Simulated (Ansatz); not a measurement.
CuC, multiplicity 4 (lowest of 2S+1 = 2, 4 at CCSD(T)/def2-TZVPP on PBE0 minima; our sources give no spin for the ground state, which may be another), most abundant isotopes (62.9296 and 12.0000 u). Constants from fifth-degree fits in 1/R to seven points on the lowest solution found; no spin–orbit coupling, no relativity up to Kr; ω_e x_e and α_e move by some per cent with the fit.

Correlated levels freeze the inner cores; with def2 sets outer-core shells near the valence are correlated too. CBS: X⁻³ extrapolation of the correlation energy, Hartree–Fock from the larger set.

The values were computed with Ansatz (Gaussian basis) for Hartree–Fock, density functionals and correlated methods. Each number belongs to the level named beside it.

| level | r_e (Å) | ω_e (cm⁻¹) | ω_e x_e (cm⁻¹) | α_e (cm⁻¹) |
|---|---|---|---|---|
| PBE/def2-TZVPP | 1.7742 | 636.2 | 5.50 | 0.00608 |
| CCSD(T)/CBS(def2-TZVPP, def2-QZVPP) | 1.7957 | 624.8 | 5.47 | 0.00551 |

Question: Derive the rotational constants, the centrifugal constant, the fundamental, the zero-point energy and the force constant.

Answer: 
μ = 10.07820 u.
- PBE/def2-TZVPP: B_e = 16.8576/(μ r_e²) = 0.53140 cm⁻¹; B₀ = B_e − α_e/2 = 0.52837 cm⁻¹; D = 4B_e³/ω_e² = 1.48e-06 cm⁻¹; fundamental ω_e − 2ω_e x_e = 625 cm⁻¹; zero-point energy ω_e/2 − ω_e x_e/4 = 317 cm⁻¹; k = μ(2πcω_e)² = 240 N/m
- CCSD(T)/CBS(def2-TZVPP, def2-QZVPP): B_e = 16.8576/(μ r_e²) = 0.51872 cm⁻¹; B₀ = B_e − α_e/2 = 0.51596 cm⁻¹; D = 4B_e³/ω_e² = 1.43e-06 cm⁻¹; fundamental ω_e − 2ω_e x_e = 614 cm⁻¹; zero-point energy ω_e/2 − ω_e x_e/4 = 311 cm⁻¹; k = μ(2πcω_e)² = 232 N/m

Ansatz is a first-principles code.
